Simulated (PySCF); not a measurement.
These compounds are isomers of formula C₇H₉FO₂.

A. `CC=C=C[C@@H](F)OC(C)=O`
B. `CCC1=C(CF)OC=CO1`
C. `C=C[C@@]1(OC)C[C@H]1C(=O)F`

Spectrum 1. ¹H NMR (500 MHz, computed): δ 6.07 (m, 1H), 6.00 (m, 1H), 5.88 (m, 1H), 3.42 (s, 3H), 2.34 (m, 1H), 1.75 (m, 1H), 1.39 (m, 1H). ¹³C{¹H} NMR (computed): δ 172.1 (C), 140.9 (CH), 125.5 (CH2), 74.4 (C), 56.5 (CH3), 32.4 (CH), 27.4 (CH2).

Spectrum 2. ¹H NMR (500 MHz, computed): δ 7.13 (m, 1H), 5.62 (m, 1H), 5.60 (m, 1H), 2.21 (s, 3H), 1.91 (m, 3H). ¹³C{¹H} NMR (computed): δ 219.1 (C), 174.4 (C), 106.7 (CH), 96.4 (CH), 93.6 (CH), 23.3 (CH3), 17.7 (CH3).

Spectrum 3. ¹H NMR (500 MHz, computed): δ 5.63 (m, 1H), 5.62 (m, 1H), 5.03 (m, 2H), 1.90 (q, 2H), 1.21 (t, 3H). ¹³C{¹H} NMR (computed): δ 151.9 (C), 136.2 (C), 135.5 (CH), 133.6 (CH), 84.9 (CH2), 28.4 (CH2), 16.6 (CH3).

Calculated, not measured (PySCF): GFN2-xTB geometry, shieldings: GIAO PBE0/pcSseg-1. No relativistic terms, one conformer, no solvent model, averaged over atoms made equivalent by symmetry, fast rotation or ring inversion.

Referencing at the same level of theory: ¹H, ¹³C against TMS. Splittings of carbon signals by F and P are missing where no couplings were computed. Where no couplings were computed, multiplicities follow the n + 1 count of equivalent neighbours, and m marks all less simple cases (inequivalent or close neighbours, rings, F or P nearby). Shifts are as computed. Against solution values, carbons near 30 ppm lie about +3 ppm off and those near 130 ppm about +5 ppm. Of 1211 compounds with measured shifts, 218 miss one by over three times the rms of a fit or turn the order of signals round; such compounds aren't used in these exercises.

Task: Match each spectrum to its structure.

Result: 1–C, 2–A, 3–B.

- Spectrum 1 (C): 7 ¹³C signals; δC 140.9 is an alkene CH; δC 125.5 is a terminal =CH2 carbon.
- Spectrum 2 (A): 7 ¹³C signals; δC 219.1 is a central carbon of an allene; δC 174.4 is an ester carbonyl carbon.
- Spectrum 3 (B): 7 ¹³C signals; δC 151.9 is an alkene carbon bearing oxygen; δC 136.2 is an alkene carbon bearing oxygen.
